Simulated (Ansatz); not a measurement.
A structure relaxed at PBE-D4/def2-SVP in Ansatz, charge -1, doublet:

Cartesian coordinates in Å:
```
Cu -0.181 1.188 1.160
Cu -1.001 -1.221 0.564
Cu 1.438 -0.739 1.066
Cu 0.791 -1.281 -1.196
Cu 1.558 0.945 -0.655
Cu -0.863 0.616 -1.300
Se -0.251 -0.596 2.716
Se -0.003 2.719 -0.637
Se -1.489 -1.631 -1.718
```

Question: Give its formula and point group.

Answer: the cluster Cu₆Se₃⁻. Point group C3v (tolerance 0.1 Å).

Question: Summarise the bond lengths by kind (pairs closer than 1.2 times the sum of covalent radii, bridged metal pairs left out).

Answer: 9 × Cu–Se 2.36 to 2.37 Å; 3 × Cu–Cu 2.41 to 2.42 Å.

The relaxation made no stability test and no search for a lower SCF solution. No other spin state of charge -1 was run. The structure comes from a short search, and lower isomers may exist.
